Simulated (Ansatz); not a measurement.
Ansatz (an electronic-structure program) input (SVWN5/def2-TZVPD):

Ansatz 0.2 input:
```yaml
crystal:
  periodic: [false, false, false]
  atoms:
    - {symbol: C, position_ang: [-2.28724345, 0.20998892, 0.43283074]}
    - {symbol: C, position_ang: [-1.40997046, -0.75502001, -0.27545508]}
    - {symbol: C, position_ang: [-0.00230147, -0.14598048, -0.43262285]}
    - {symbol: O, position_ang: [0.31940458, 0.42432585, -1.44564325]}
    - {symbol: C, position_ang: [0.91978405, -0.28515200, 0.76129804]}
    - {symbol: C, position_ang: [2.20796325, 0.51450266, 0.64573464]}
    - {symbol: H, position_ang: [-2.68197859, 1.06613958, -0.09538699]}
    - {symbol: H, position_ang: [-2.41875625, 0.16515991, 1.50443418]}
    - {symbol: H, position_ang: [-1.33546817, -1.69361803, 0.27887023]}
    - {symbol: H, position_ang: [-1.77492495, -0.95800834, -1.28370321]}
    - {symbol: H, position_ang: [0.35284850, -0.00886111, 1.65600909]}
    - {symbol: H, position_ang: [1.12975223, -1.35592701, 0.87356612]}
    - {symbol: H, position_ang: [2.83855422, 0.35660265, 1.52155353]}
    - {symbol: H, position_ang: [1.99694266, 1.58077797, 0.56101824]}
    - {symbol: H, position_ang: [2.76840224, 0.22309281, -0.24192797]}
basis:
  gaussian:
    orbitals: def2-TZVPD
hamiltonian:
  xc: {name: SVWN5}
magnetization: {spin_polarized: true, initial_magnetization: 1}
output: {forces: true}
```

Output:

```
Functional definition: SVWN5
integrals: 0.26 GiB planned
1513 factors; their error is unknown
0.22 GiB of the device are held for the grids
1.80 GiB of device memory are held for the factors and their scratch space
mean field: 2.32 GiB planned
mean field evaluation 1: about -7296.3141 eV, gradient 6.5e1 eV
mean field evaluation 2: about -7263.5549 eV, gradient 1.0e2 eV
mean field evaluation 4: about -7313.8833 eV, gradient 1.9e1 eV
mean field evaluation 8: about -7315.3489 eV, gradient 2.3e-1 eV
mean field evaluation 16: about -7315.2911 eV, gradient 1.2e-3 eV
mean field -7315.29107458 eV, -268.8319885084 hartree, gradient 3.7e-5 eV, S^2 0.752615; 0 other end points of the search recorded, 0 dependent functions left out
the calculation of the forces begins
reference -7315.29113167 eV, -268.8319906065 hartree; 24, 23 occupied and 282, 283 virtual orbitals, 1513 factors
Total energy: -7315.29113167 eV, -268.8319906065 hartree
Atom 0 at    -2.287243     0.209989     0.432831 Å, force     0.684415    -0.639311    -0.474821 eV/Å
Atom 1 at    -1.409970    -0.755020    -0.275455 Å, force    -0.149716     0.747761     0.437404 eV/Å
Atom 2 at    -0.002301    -0.145980    -0.432623 Å, force     0.027388    -0.044064     0.375657 eV/Å
Atom 3 at     0.319405     0.424326    -1.445643 Å, force     0.025807    -0.009146     0.049660 eV/Å
Atom 4 at     0.919784    -0.285152     0.761298 Å, force     0.213144     0.510600    -0.666638 eV/Å
Atom 5 at     2.207963     0.514503     0.645735 Å, force    -0.685155    -0.416721     0.043911 eV/Å
Atom 6 at    -2.681979     1.066140    -0.095387 Å, force    -0.140793     0.308342    -0.224072 eV/Å
Atom 7 at    -2.418756     0.165160     1.504434 Å, force    -0.027321    -0.035479     0.407029 eV/Å
Atom 8 at    -1.335468    -1.693618     0.278870 Å, force     0.078863    -0.299236     0.213707 eV/Å
Atom 9 at    -1.774925    -0.958008    -1.283703 Å, force    -0.063470    -0.028320    -0.375264 eV/Å
Atom 10 at     0.352849    -0.008861     1.656009 Å, force    -0.252232     0.071821     0.277310 eV/Å
Atom 11 at     1.129752    -1.355927     0.873566 Å, force     0.032962    -0.352865     0.033381 eV/Å
Atom 12 at     2.838554     0.356603     1.521554 Å, force     0.179479    -0.050865     0.252155 eV/Å
Atom 13 at     1.996943     1.580778     0.561018 Å, force    -0.080820     0.325608    -0.046022 eV/Å
Atom 14 at     2.768402     0.223093    -0.241928 Å, force     0.157448    -0.088126    -0.303396 eV/Å
Dipole moment:    -0.034999    -0.262596     0.470332 e Å
```

It need not be the lowest isomer of its formula.
